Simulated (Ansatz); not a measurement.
CBF2NO, SMILES `O=C=NB(F)F`. Total charge 0; spin multiplicity 1. The structure was optimised at the PBE0-D4/def2-TZVP level. It is one conformer, not always the lowest.

```xyz
6

O     1.803   -1.332   -1.306
C     1.118   -0.747   -0.581
N     0.476   -0.150    0.243
B    -0.746    0.527    0.470
F    -0.994    1.051    1.649
F    -1.658    0.651   -0.474
```

Task: What is the dipole moment at PBE/def2-TZVPP? (Best estimate.)

Result: Computed: 0.08 D, with components (0.06, -0.04, -0.02) D in this frame, pointing from negative to positive charge.

Task: And with r2SCAN, B3LYP, ωB97M-V? (Estimate.)

Result: The calculation gave: r2SCAN 0.07 D, B3LYP 0.07 D, ωB97M-V 0.05 D.

Task: Give the Mulliken charges with PBE, ωB97M-V, r2SCAN in def2-TZVPP. (An estimate is asked.)

Result: The calculation gave: 
```
atom    PBE  ωB97M-V  r2SCAN
  O1  -0.12    -0.19   -0.18
  C2   0.19     0.34    0.32
  N3  -0.10    -0.19   -0.19
  B4   0.40     0.49    0.53
  F5  -0.18    -0.22   -0.24
  F6  -0.19    -0.23   -0.24
```

B3LYP here is the variant with VWN-RPA as its local correlation; programs differ in this.
